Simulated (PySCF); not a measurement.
**Scandium: a sound run and one with changed settings**

Sound run: Sc+ [Ar] 3d1 4s1, Sc(2+) [Ar] 3d1. All numbers are calculated (PySCF 2.14, no relativity, point nucleus, in 6-31G*). In the sound run the correlated levels freeze [Ar]. The sound run starts from symmetry-adapted Hartree-Fock orbitals and uses a fine grid where one is needed.

Changed run: initial guess sap, at most 50 SCF cycles.

```
species  method  sound run (hartree)  changed run (hartree)  converged
    Sc+     UHF           -759.47888             -759.47888        yes
    Sc+     PBE           -760.08505             -760.09055        yes
    Sc+   B3LYP           -760.33612             -760.33612        yes
    Sc+     MP2           -759.48027             -759.48027        yes
 Sc(2+)     UHF           -759.03204             -759.03204        yes
 Sc(2+)     PBE           -759.60870             -759.60870        yes
 Sc(2+)   B3LYP           -759.85878             -759.85878        yes
```

Ionisation energy of Sc+:

```json
{"method": "UHF", "sound run (eV)": "12.159", "changed run (eV)": "12.159"}
{"method": "B3LYP", "sound run (eV)": "12.989", "changed run (eV)": "12.989"}
{"method": "MP2", "sound run (eV)": "12.197", "changed run (eV)": "12.197"}
{"method": "SCS-MP2", "sound run (eV)": "12.172", "changed run (eV)": "12.172"}
```

The plain start fixes occupations by D2h representation alone, and Sc+ at PBE landed in another state (other ⟨L²⟩ or ⟨S²⟩). 

For comparison, NIST gives 12.800 eV between the lowest levels.
